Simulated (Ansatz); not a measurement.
Reaction (redistribution): `CNB(F)[SiH3]` + `N=C(F)O[SiH3]` → `N=C([SiH3])O[SiH3]` + `CNB(F)F`

Isolated molecules relaxed with PBE0-D4/def2-TZVP in Ansatz; ΔE leaves out vibrations. CCSD(T)/CBS is the MP2 limit (def2-TZVPP, def2-QZVPP) plus CCSD(T) − MP2 in def2-TZVPP, frozen cores. Functionals use def2-TZVPP. B3LYP here is the variant with VWN-RPA as its local correlation; programs differ in this. Each species was taken in one conformer, which may not be the lowest.

Problem. Is it downhill or uphill in electronic energy at CCSD(T)/CBS, and by how much? (Best estimate.)

Solution. The calculation gave: Downhill: ΔE = -50.8 kcal/mol.

Problem. What do these levels give: PBE-D4, PBE0-D4, ωB97M-V, B3LYP, CCSD/def2-TZVPP, SCS-MP2/def2-QZVPP? (Estimate.)

Solution. Computed: PBE-D4 -44.5, PBE0-D4 -46.0, ωB97M-V -49.1, B3LYP -48.3, CCSD/def2-TZVPP -50.4, SCS-MP2/def2-QZVPP -52.5 kcal/mol.

Largest T1 diagnostic among the species: 0.014.

From PBE to PBE0 (25 % exact exchange), in def2-TZVPP and without D4, ΔE moves by −1.6 kcal/mol.
